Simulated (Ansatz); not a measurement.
Reaction (redistribution): `[OH][GeH2][NH]CF` + `F[SiH2][GeH3]` → `[OH][GeH2][GeH3]` + `FCN[SiH2]F`

Calculated with Ansatz (gas phase, PBE0-D4/def2-TZVP geometries, no zero-point term in ΔE). CBS: MP2 limit from def2 TZ/QZ plus the TZ coupled-cluster correction, frozen cores. DFT in def2-TZVPP. For Ge outer-core shells are correlated without core-valence functions, which leaves a few kJ/mol of doubt a bond. Scalar relativity is left out up to krypton. One conformer a species, not always the lowest.

`[OH][GeH2][NH]CF`:

Z-matrix (Å, degrees):
```
Ge
N 1 1.845
O 1 1.777 2 111.6
H 1 1.529 2 109.4 3 115.6
H 1 1.538 2 104.9 3 -120.4
C 2 1.400 1 118.5 3 75.0
H 2 1.010 1 115.3 3 -63.6
H 3 0.962 1 110.9 2 -46.8
F 6 1.416 2 112.7 1 -62.8
H 6 1.092 2 111.7 1 178.3
H 6 1.093 2 110.8 1 54.8
```

`F[SiH2][GeH3]`:

Cartesian coordinates in Å:
```
F -0.036 -1.831 -1.367
Si 0.048 -0.240 -1.162
Ge -0.046 0.271 1.160
H 1.322 0.227 -1.766
H -1.092 0.370 -1.894
H -1.365 -0.217 1.777
H 0.043 1.797 1.339
H 1.126 -0.377 1.913
```

`[OH][GeH2][GeH3]`:

Z-matrix (Å, degrees):
```
Ge
Ge 1 2.430
O 1 1.789 2 110.1
H 1 1.535 2 112.5 3 115.1
H 1 1.545 2 110.9 3 -121.1
H 2 1.538 1 110.5 3 176.8
H 2 1.539 1 109.7 3 57.4
H 2 1.536 1 110.6 3 -62.5
H 3 0.960 1 112.4 2 -65.4
```

`FCN[SiH2]F`:

Z-matrix (Å, degrees):
```
C
N 1 1.410
F 1 1.393 2 112.4
H 1 1.093 2 109.9 3 -118.8
H 1 1.093 2 111.3 3 119.0
Si 2 1.710 1 124.8 3 86.1
H 2 1.009 1 113.9 3 -76.5
F 6 1.598 2 114.5 1 -81.6
H 6 1.479 2 107.1 1 36.6
H 6 1.478 2 107.8 1 160.4
```

```
        level  ΔE (eV)
         PBE0    -0.63
HF/def2-QZVPP    -0.69
 HF/CBS(def2)    -0.69
MP2/CBS(def2)    -0.64
```

(1) What does CCSD(T)/CBS give? (Best estimate.)

Largest T1 diagnostic among the species: 0.012.

Answers

(1) The calculation gave: -0.61 eV. The listed levels differ from it by -0.02, -0.08, -0.08, -0.03 eV.

In def2-TZVPP, CCSD(T) changes the Hartree–Fock value by +0.07 eV (the triples alone add +0.02 eV) and MP2 by +0.04 eV.
